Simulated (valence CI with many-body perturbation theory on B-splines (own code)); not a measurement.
# Bi LXXIX: electric-dipole lines

Method: configuration interaction combined with many-body perturbation theory (CI+MBPT): three valence electrons over a frozen Dirac-Fock core [He], a basis of 11 s, 11 p, 10 d, 8 f, 5 g, 2 h functions for each j, with the one-electron correlation potential Σ1 (screened to all orders), the two-electron term Σ2, the three-electron term Σ3, Breit, model QED; selected single and double excitations, second order for the rest, scaled by the run's own slope (own B-spline code, finite nucleus).

No measured spectrum was set against this ion. As an estimate, large intervals hold to a few tenths of a per cent, small ones and those within an open d or f shell to about a per cent.

Lines 151 to 200 of 532 in falling wavelength, among levels below 21205 eV, chosen from the strongest by gf and those to the six lowest levels. Wavelengths and rates use the calculated energies. Electric multipoles are in the length gauge with retardation, E1 and E2 with the static RPA response of the core. Weak lines are less certain than strong ones. Lines between different terms over intervals too small for the method are left out, as are lines whose strength nearly cancels. The highest levels of a list are the least certain.

Levels are named by their leading jj configuration (3d3/2^4 stands for four electrons in 3d with j = 3/2), which in mixed levels can hold well under half, so a name can repeat and another be missing. Letters in brackets count levels of one name in rising energy.

```csv
λ vac (nm),Upper,Lower,A (s⁻¹),S (a.u.) with core polarisation,S without
0.4494,(2p3/2^2 3d3/2) J=5/2,(2s 2p3/2 3d3/2) J=5/2 [b],8.47e+12,2.28e-03,2.28e-03
0.4494,(2p3/2^2 3p1/2) J=5/2,(2s 2p3/2 3p1/2) J=3/2 [b],2.61e+13,7.02e-03,7.02e-03
0.4494,(2p3/2^2 3p1/2) J=3/2,(2s 2p3/2 3p1/2) J=1/2,2.21e+13,3.97e-03,3.97e-03
0.4489,(2p3/2^2 3d3/2) J=3/2 [a],(2s 2p3/2 3d3/2) J=3/2 [b],1.68e+13,3.00e-03,3.01e-03
0.4486,(2p3/2^2 3d3/2) J=5/2,(2s 2p3/2 3d3/2) J=3/2 [b],1.86e+13,4.99e-03,4.99e-03
0.4484,(2p3/2^2 3d5/2) J=9/2,(2p1/2 2p3/2 3p3/2) J=7/2,7.49e+12,3.33e-03,3.34e-03
0.4474,(2p3/2^2 3d5/2) J=5/2 [a],(2s 2p3/2 3d5/2) J=3/2 [b],1.20e+13,3.18e-03,3.19e-03
0.4471,(2p3/2^2 3d5/2) J=3/2,(2s 2p3/2 3d5/2) J=3/2 [b],1.80e+13,3.17e-03,3.18e-03
0.4467,(2p3/2^2 3s) J=3/2,(2s 2p3/2 3s) J=1/2,2.17e+13,3.82e-03,3.82e-03
0.4465,(2p1/2 2p3/2^2) J=3/2,(2s 2p1/2 2p3/2) J=1/2,2.26e+13,3.97e-03,3.98e-03
0.4456,(2p3/2^2 3d5/2) J=5/2 [a],(2s 2p3/2 3d5/2) J=5/2 [b],7.70e+12,2.02e-03,2.02e-03
0.4455,(2p3/2^2 3p3/2) J=3/2 [a],(2s 2p3/2 3p3/2) J=1/2 [b],2.28e+13,3.98e-03,3.99e-03
0.4431,(2p1/2 2p3/2^2) J=5/2,(2s 2p1/2 2p3/2) J=3/2 [b],2.78e+13,7.16e-03,7.17e-03
0.4426,(2p1/2 2p3/2 3d5/2) J=3/2 [a],(2s 2p1/2 3d5/2) J=3/2,1.44e+13,2.47e-03,2.47e-03
0.4426,(2p1/2 2p3/2 3p3/2) J=3/2 [a],(2s 2p1/2 3p3/2) J=3/2 [b],1.44e+13,2.47e-03,2.47e-03
0.4423,(2p1/2 2p3/2 3d5/2) J=5/2 [a],(2s 2p1/2 3d5/2) J=5/2 [b],1.10e+13,2.83e-03,2.83e-03
0.4414,(2p1/2 2p3/2 3d3/2) J=5/2 [a],(2s 2p1/2 3d3/2) J=5/2,1.46e+13,3.71e-03,3.72e-03
0.4412,(2p1/2 2p3/2 3s) J=3/2 [b],(2s 2p1/2 3s) J=1/2 [b],2.14e+13,3.63e-03,3.63e-03
0.4411,(2p3/2^3) J=3/2,(2s 2p3/2^2) J=3/2,5.71e+13,9.68e-03,9.69e-03
0.4411,(2p3/2^3) J=3/2,(2s 2p3/2^2) J=1/2,1.35e+13,2.29e-03,2.29e-03
0.4410,(2p1/2 2p3/2 3d5/2) J=9/2,(2s 2p1/2 3d5/2) J=7/2,2.42e+13,1.03e-02,1.03e-02
0.4407,(2p3/2^2 3d5/2) J=5/2 [b],(2p1/2 2p3/2 3p3/2) J=5/2 [b],9.70e+12,2.46e-03,2.46e-03
0.4406,(2p1/2 2p3/2 3p1/2) J=3/2 [a],(2s 2p1/2 3p1/2) J=3/2,1.27e+13,2.15e-03,2.15e-03
0.4405,(2p1/2 2p3/2 3p3/2) J=7/2,(2s 2p1/2 3p3/2) J=5/2 [a],2.70e+13,9.11e-03,9.12e-03
0.4398,(2s 2p3/2 3d5/2) J=7/2 [b],(2s 2p1/2 3p3/2) J=5/2 [b],2.91e+13,9.77e-03,9.79e-03
0.4396,(2p3/2^2 3d5/2) J=5/2 [b],(2s 2p3/2 3d5/2) J=3/2 [b],8.52e+12,2.14e-03,2.15e-03
0.4394,(2p1/2 2p3/2 3d5/2) J=5/2 [b],(2s 2p1/2 3d5/2) J=3/2,1.13e+13,2.84e-03,2.84e-03
0.4393,(2p3/2^2 3p3/2) J=3/2 [b],(2s 2p3/2 3p3/2) J=3/2 [b],3.06e+13,5.12e-03,5.13e-03
0.4391,(2p3/2^2 3p3/2) J=1/2,(2s 2p3/2 3p3/2) J=1/2 [a],2.61e+13,2.18e-03,2.18e-03
0.4390,(2s 2p3/2 3p3/2) J=5/2 [b],(2s^2 3p3/2) J=3/2,3.64e+13,9.13e-03,9.14e-03
0.4390,(2p1/2 2p3/2 3d3/2) J=5/2 [b],(2s 2p1/2 3d3/2) J=3/2 [b],2.38e+13,5.97e-03,5.97e-03
0.4388,(2p1/2 2p3/2 3p3/2) J=3/2 [b],(2s 2p1/2 3p3/2) J=1/2,1.34e+13,2.24e-03,2.24e-03
0.4388,(2p1/2 2p3/2 3d3/2) J=7/2,(2s 2p1/2 3d3/2) J=5/2,2.43e+13,8.11e-03,8.12e-03
0.4387,(2p1/2 2p3/2 3d5/2) J=7/2 [a],(2s 2p1/2 3d5/2) J=5/2 [a],2.05e+13,6.82e-03,6.83e-03
0.4387,(2p1/2 2p3/2 3d3/2) J=3/2 [b],(2s 2p1/2 3d3/2) J=1/2,1.29e+13,2.14e-03,2.15e-03
0.4386,(2p1/2 2p3/2 3p1/2) J=5/2,(2s 2p1/2 3p1/2) J=3/2,2.73e+13,6.83e-03,6.84e-03
0.4384,(2p3/2^2 3p3/2) J=5/2,(2s 2p3/2 3p3/2) J=5/2 [a],1.92e+13,4.78e-03,4.79e-03
0.4384,(2p1/2 2p3/2 3p3/2) J=5/2 [a],(2s 2p1/2 3p3/2) J=3/2 [a],1.96e+13,4.89e-03,4.89e-03
0.4383,(2p1/2 2p3/2 3p1/2) J=3/2 [b],(2s 2p1/2 3p1/2) J=1/2 [b],2.74e+13,4.55e-03,4.56e-03
0.4382,(2p1/2 2p3/2 3d5/2) J=7/2 [b],(2s 2p1/2 3d5/2) J=5/2 [b],1.27e+13,4.21e-03,4.21e-03
0.4380,(2p1/2 2p3/2 3d3/2) J=3/2 [b],(2s 2p1/2 3d3/2) J=3/2 [b],1.37e+13,2.28e-03,2.28e-03
0.4379,(2p3/2^2 3d5/2) J=7/2,(2s 2p3/2 3d5/2) J=7/2 [a],1.27e+13,4.20e-03,4.21e-03
0.4379,(2p3/2^2 3d5/2) J=5/2 [b],(2s 2p3/2 3d5/2) J=5/2 [b],1.31e+13,3.25e-03,3.25e-03
0.4379,(2s 2p3/2 3d3/2) J=3/2 [b],(2s^2 3d3/2) J=3/2,3.69e+13,6.12e-03,6.12e-03
0.4374,(2s 2p3/2 3d5/2) J=3/2 [b],(2s 2p1/2 3p3/2) J=5/2 [b],2.07e+13,3.42e-03,3.42e-03
0.4371,(2s 2p3/2 3d3/2) J=5/2 [b],(2s^2 3d3/2) J=3/2,3.37e+13,8.33e-03,8.34e-03
0.4371,(2p3/2^2 3d5/2) J=5/2 [b],(2s 2p3/2 3d5/2) J=7/2 [b],1.83e+13,4.52e-03,4.53e-03
0.4370,(2p3/2^2 3p1/2) J=1/2,(2s 2p3/2 3p1/2) J=3/2 [b],4.04e+13,3.33e-03,3.33e-03
0.4369,(2p3/2^2 3s) J=1/2,(2s 2p3/2 3s) J=3/2 [b],3.93e+13,3.24e-03,3.24e-03
0.4369,(2p3/2^2 3d5/2) J=7/2,(2s 2p3/2 3d5/2) J=5/2 [a],1.16e+13,3.80e-03,3.81e-03
```
